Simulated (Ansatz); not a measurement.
Reaction (redistribution): `[CH3][Al]([OH])[Br]` + `CO[Si](N)(O)O` → `[OH][Al]([OH])[Br]` + `CO[Si](C)(N)O`

Gas-phase electronic energies from Ansatz, PBE0-D4/def2-TZVP geometries. CCSD(T)/CBS adds triple-zeta CCSD(T) − MP2 to the extrapolated MP2 energy (def2 sets, frozen cores). Functionals use def2-TZVPP. For Br outer-core shells are correlated without core-valence functions, which leaves a few kJ/mol of doubt a bond. Scalar relativity is left out up to krypton. Each species was taken in one conformer, which may not be the lowest.

```
             level  ΔE (kJ/mol)
            B2PLYP         -9.2
SCS-MP2/def2-QZVPP        -11.5
     MP2/CBS(def2)        -12.1
    CCSD/CBS(def2)         -9.2
```

Q: What does CCSD(T)/CBS give? (Best estimate.)

A: Computed: -9.7 kJ/mol. The listed levels differ from it by 0.5, -1.8, -2.4, 0.5 kJ/mol.

Largest T1 diagnostic among the species: 0.011.

In def2-TZVPP, CCSD(T) changes the Hartree–Fock value by −6.1 kJ/mol (the triples alone add −0.6 kJ/mol) and MP2 by −8.6 kJ/mol.
